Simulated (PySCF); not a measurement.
Shapes and spin states of CrF₃

Computed with PySCF, PBE, basis Cr def2-SVP, F def2-SVP (no relativity, density fitting).

Relaxations began from a few typed shapes and spin states; open shells are unrestricted. The search is not exhaustive: other isomers or separated fragments can lie lower, and high-lying points may rest on an excited occupation.

Question: Order these stationary points by electronic energy, lowest first, in kJ/mol from the lowest minimum.
A. quartet D3h: Cr–F 1.718 Å (×3); F–Cr–F 120.0° (×3)
B. broken-symmetry Ms = 1/2 (⟨S²⟩ 1.75) D3h: Cr–F 1.713 Å (×3); F–Cr–F 120.0° (×3)

Answer: A (0.0), B (72.1).

Question: Which of them are minima?

Answer: By energy in kJ/mol, 0.0: minimum; 72.1: minimum.

Formally Cr is in oxidation state +3, d3, with 3 unpaired electrons (the high-spin count). The Mulliken spin on Cr is 3.00. The polar-tensor charge on Cr, 1.64, is far below the formal one.

For the lowest minimum: open d and f shells are described by one determinant, and the ground state may have another occupation or spin.
